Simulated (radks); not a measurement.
The numbers below are computed, except where a source is named.
Ionisation of neutral rhenium, [Xe] 4f14 5d5 6s2, to Re+, [Xe] 4f14 5d5 6s1, under several functionals. Scalar-relativistic Kohn-Sham, spin-polarised, spherical densities, finite nucleus; open shells are filled with parallel spins first (spin-orbit coupling, left out, can overturn this in heavy ions); a radial shooting solver on a logarithmic mesh with Libxc functionals.

| functional | E(Re) (hartree) | Exc (hartree) | IE (eV) | -e(HOMO) (eV) | <r> HOMO (bohr) | IE error (eV) |
|---|---|---|---|---|---|---|
| Wu-Cohen GGA | -16688.4037 | -329.3339 | 7.503 | 4.810 | 3.244 | -0.330 |
| exchange-only LDA | -16672.2240 | -313.0811 | 6.379 | 3.802 | 3.408 | -1.455 |
| AM05 | -16680.3245 | -321.2796 | 7.640 | 4.802 | 3.284 | -0.193 |
| B86b exchange with PBE correlation | -16690.8232 | -331.7582 | 7.662 | 4.838 | 3.251 | -0.171 |
| MS2 meta-GGA | -16689.0639 | -329.4223 | 7.555 | 4.938 | 3.276 | -0.279 |
| OLYP | -16695.5556 | -336.7351 | 7.656 | 4.537 | 3.352 | -0.177 |
| TASK exchange with Perdew-Wang LDA correlation | -16689.3345 | -328.4915 | 6.397 | 4.545 | 3.610 | -1.437 |

NIST Atomic Spectra Database: 7.834 eV (measured). Closest: B86b exchange with PBE correlation. The Delta-SCF values span 1.28 eV, the total energies 23.33 hartree. The highest occupied level is 6s. Open shells are spherical and high-spin; term and fine-structure splittings are not resolved. Spin-orbit splitting is averaged out at the scalar-relativistic level.
